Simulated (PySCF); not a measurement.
## Vertical excitation energies

Compound: C₆H₁₁F₃Ge.
InChI=1S/C6H11F3Ge/c1-10-3-2-5(4-10)6(7,8)9/h5,10H,2-4H2,1H3/t5-,10-/m1/s1

Method used: PySCF 2.14.0, density-fitted response routines, TDDFT B3LYP/def2-SVPD, vertical, gas phase, core orbitals frozen in the response. The structure is a single PBE0-D3(BJ)/def2-SVP conformer in the gas phase; no vibrational or solvent corrections. Relativistic effects, spin–orbit coupling among them, are left out although an element past zinc is present.

**Question.** Predict the UV-vis stick spectrum at this level.

**Answer.** 

| state | E (eV) | λ (nm) | ν̃ (cm⁻¹) | f | main configurations (H = HOMO, L = LUMO) |
| --- | --- | --- | --- | --- | --- |
| S1 | 7.19 | 172.4 | 57990 | 0.0075 | H→L (97%) |
| S2 | 7.48 | 165.8 | 60300 | 0.0044 | H→L+1 (95%) |
| S3 | 7.58 | 163.7 | 61110 | 0.038 | H-1→L (76%), H→L+2 (22%) |
| S4 | 7.70 | 161.1 | 62080 | 0.051 | H→L+2 (71%), H-1→L (20%) |
| S5 | 7.73 | 160.4 | 62350 | 0.011 | H→L+3 (91%) |
| S6 | 7.92 | 156.5 | 63880 | 0.059 | H-1→L+1 (82%) |
| S7 | 7.98 | 155.4 | 64360 | 0.034 | H-1→L+2 (77%), H-2→L (13%) |
| S8 | 8.02 | 154.5 | 64720 | 0.021 | H-2→L (77%), H-1→L+1 (10%), H-1→L+2 (8%) |
| S9 | 8.18 | 151.6 | 65980 | 0.029 | H-1→L+3 (88%) |
| S10 | 8.25 | 150.3 | 66540 | 0.030 | H-2→L+2 (69%) |

Triplets (Tamm–Dancoff): T1 7.06 eV, H→L (62%), H→L+2 (25%); T2 7.16 eV, H→L+2 (61%), H→L (28%); T3 7.33 eV, H→L+1 (80%); T4 7.46 eV, H-1→L (78%), H-1→L+1 (9%).

The lowest singlet comes at 172 nm (694 kJ/mol) in the vacuum ultraviolet; it is weak; its leading configuration is HOMO→LUMO (97%). The most intense listed level is S6 at 7.92 eV (157 nm, f = 0.059), 0.73 eV above S1. Löwdin shares by element: HOMO carbon 54% or more, germanium 21% (atoms not listed hold the other 25%); LUMO germanium 22%, carbon 14% or more, hydrogen 13% or more (atoms not listed hold the other 51%). Of the 10 states listed, 8 reach f = 0.01 and none stays under 0.0005. The listed states span 1.06 eV, and the widest gap between neighbours is 0.29 eV (S1 to S2). Weighted by f, the mean energy of these states is 7.88 eV. The vertical ionisation energy (ΔSCF) is 9.92 eV, 1.67 eV above S10. Only the lowest 10 singlets were computed, as vertical energies without vibronic structure.

Hardware: one thread of an Arm Neoverse V1, no GPU, shared host. Cost: 12 min of wall time, 1.4 GiB resident at most.

Without π bonds the low states are Rydberg-like; a valence basis with one diffuse set may place them up to an eV too high.
